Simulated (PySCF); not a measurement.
Ge(Cl)3(OSiH3) (Cl3GeH3OSi), SMILES [SiH3][O][Ge]([Cl])([Cl])[Cl]. Atoms are numbered in the order given.

```xyz
9

Si    -2.6946     0.3483    -0.8070
O     -1.2781     0.7468     0.0041
Ge     0.2990     0.0392     0.1414
Cl     0.3740    -1.7364    -1.0415
Cl     1.7524     1.4226    -0.5545
Cl     0.6795    -0.4418     2.1748
H     -3.1899    -0.9816    -0.3494
H     -2.4494     0.3115    -2.2774
H     -3.6804     1.4102    -0.4734
```
Charge 0, spin multiplicity 1.

Coordinates come from a PBE0-D3(BJ)/def2-SVP optimisation. One conformer was computed; it need not be the lowest.

Level of theory: TDDFT-PBE0/def2-SVPD (PySCF).

Vertical excitations. Isolated molecule, no solvent.

Estimate the UV-visible absorptions. (An estimate is asked for; the answer gives what the named calculation found.)


| state | energy (eV) | λ (nm) | f | main pairs |
|---|---|---|---|---|
| S1 | 6.00 | 207 | 0.000 | HOMO→LUMO 88 % |
| S2 | 6.10 | 203 | 0.000 | HOMO−2→LUMO 97 % |
| S3 | 6.29 | 197 | 0.013 | HOMO−3→LUMO 58 %, HOMO−1→LUMO 39 % |
| S4 | 6.52 | 190 | 0.039 | HOMO−4→LUMO 87 % |
| S5 | 6.54 | 190 | 0.042 | HOMO−1→LUMO 56 %, HOMO−3→LUMO 37 % |
| S6 | 6.81 | 182 | 0.036 | HOMO−5→LUMO 94 % |
| S7 | 6.83 | 181 | 0.025 | HOMO−6→LUMO 94 % |
| S8 | 6.90 | 180 | 0.026 | HOMO−7→LUMO 94 % |
| S9 | 7.60 | 163 | 0.000 | HOMO→LUMO+1 94 % |
| S10 | 7.88 | 157 | 0.002 | HOMO−1→LUMO+1 91 % |
| T1 | 5.67 | 219 | 0 | HOMO−2→LUMO 62 %, HOMO→LUMO 27 % |
| T2 | 5.71 | 217 | 0 | HOMO→LUMO 44 %, HOMO−2→LUMO 34 %, HOMO−4→LUMO 17 % |
| T3 | 5.87 | 211 | 0 | HOMO−3→LUMO 81 %, HOMO−1→LUMO 14 % |
| T4 | 6.01 | 206 | 0 | HOMO−4→LUMO 66 %, HOMO→LUMO 19 % |
Triplets are in the Tamm–Dancoff approximation, which puts them higher than full response would, so one can lie above its singlet here.
